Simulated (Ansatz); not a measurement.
```xyz
10

C     0.579   -1.342    0.845
Al   -0.594    0.230    0.745
B    -0.587    1.491   -1.024
O     0.207    1.220   -2.091
H    -0.017   -2.252    0.979
H     1.221   -1.497   -0.027
H     1.231   -1.277    1.724
H    -1.529    0.514    2.007
H    -1.261    2.479   -1.175
H     0.750    0.435   -1.984
```

Total charge 0; spin multiplicity 1.

(1) List the PBE/def2-TZVPP orbital energies in eV (Ansatz). (Best estimate.)

Results:

(1) Ansatz gave: Occupied: -1506.08, -511.19, -268.25, -177.37, -106.37, -68.52, -68.24, -68.22, -25.98, -16.71, -14.23, -10.64, -9.72, -9.55, -9.53, -9.10, -8.71, -6.74, -5.60. Lowest empty: -2.90, -0.66, -0.39, 0.51, 0.98, 1.64, 2.08, 2.09.
